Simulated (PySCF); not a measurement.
Molecule: `InChI=1S/C7H15F/c1-4-7(8,5-2)6-3/h4-6H2,1-3H3`.

Molfile (atoms numbered from 1):
```
C7H15F
     RDKit          3D

 23 22  0  0  0  0  0  0  0  0999 V2000
    2.6936    0.4151    0.7839 C   0  0  0  0  0  0  0  0  0  0  0  0
    1.7230   -0.1762   -0.2242 C   0  0  0  0  0  0  0  0  0  0  0  0
    0.2816   -0.2982    0.2668 C   0  0  0  0  0  0  0  0  0  0  0  0
    0.3097   -1.1279    1.3961 F   0  0  0  0  0  0  0  0  0  0  0  0
   -0.5719   -1.0102   -0.7811 C   0  0  0  0  0  0  0  0  0  0  0  0
   -2.0071   -1.2801   -0.3623 C   0  0  0  0  0  0  0  0  0  0  0  0
   -0.3156    1.0215    0.7493 C   0  0  0  0  0  0  0  0  0  0  0  0
   -0.4621    2.0979   -0.3128 C   0  0  0  0  0  0  0  0  0  0  0  0
    2.6260   -0.1220    1.7414 H   0  0  0  0  0  0  0  0  0  0  0  0
    2.4960    1.4803    0.9787 H   0  0  0  0  0  0  0  0  0  0  0  0
    3.7296    0.3355    0.4227 H   0  0  0  0  0  0  0  0  0  0  0  0
    1.7284    0.4088   -1.1585 H   0  0  0  0  0  0  0  0  0  0  0  0
    2.0517   -1.1916   -0.5003 H   0  0  0  0  0  0  0  0  0  0  0  0
   -0.5436   -0.4242   -1.7145 H   0  0  0  0  0  0  0  0  0  0  0  0
   -0.0678   -1.9643   -1.0067 H   0  0  0  0  0  0  0  0  0  0  0  0
   -2.5950   -0.3543   -0.2675 H   0  0  0  0  0  0  0  0  0  0  0  0
   -2.5168   -1.9171   -1.1002 H   0  0  0  0  0  0  0  0  0  0  0  0
   -2.0329   -1.7979    0.6078 H   0  0  0  0  0  0  0  0  0  0  0  0
    0.3115    1.3863    1.5775 H   0  0  0  0  0  0  0  0  0  0  0  0
   -1.2945    0.7960    1.2002 H   0  0  0  0  0  0  0  0  0  0  0  0
   -0.8996    3.0110    0.1174 H   0  0  0  0  0  0  0  0  0  0  0  0
    0.5075    2.3776   -0.7535 H   0  0  0  0  0  0  0  0  0  0  0  0
   -1.1203    1.7779   -1.1356 H   0  0  0  0  0  0  0  0  0  0  0  0
  1  2  1  0
  2  3  1  0
  3  4  1  0
  3  5  1  0
  5  6  1  0
  3  7  1  0
  7  8  1  0
  1  9  1  0
  1 10  1  0
  1 11  1  0
  2 12  1  0
  2 13  1  0
  5 14  1  0
  5 15  1  0
  6 16  1  0
  6 17  1  0
  6 18  1  0
  7 19  1  0
  7 20  1  0
  8 21  1  0
  8 22  1  0
  8 23  1  0
M  END
```

Geometry PBE0-D3(BJ)/def2-SVP throughout; GIAO in PySCF 2.14, gas phase, one conformer, non-relativistic; equivalent atoms averaged; basis pcSseg-1.

For orientation, B97-D gives these shifts δ (against TMS, CFCl3 at the same level): C3 98.3, C2/C5/C7 31.8, C1/C6/C8 10.4, F4 -198.5, H12/H13/H14/H15/H19/H20 1.49, H9/H10/H11/H16/H17/H18/H21/H22/H23 0.95 ppm.

A run gave: C3 97.6, C2/C5/C7 30.8, C1/C6/C8 8.8, F4 -179.7, H12/H13/H14/H15/H19/H20 1.40, H9/H10/H11/H16/H17/H18/H21/H22/H23 0.92 ppm (shifts δ (against TMS, CFCl3 at the same level)).

Which functional was used in that run?
A. mPW1PW91
B. PBE0
C. CAM-B3LYP
D. KT2

Answers

C. F4 tells them apart best: CAM-B3LYP gives -179.7, KT2 gives -207.8, mPW1PW91 gives -186.4, PBE0 gives -186.6 ppm.
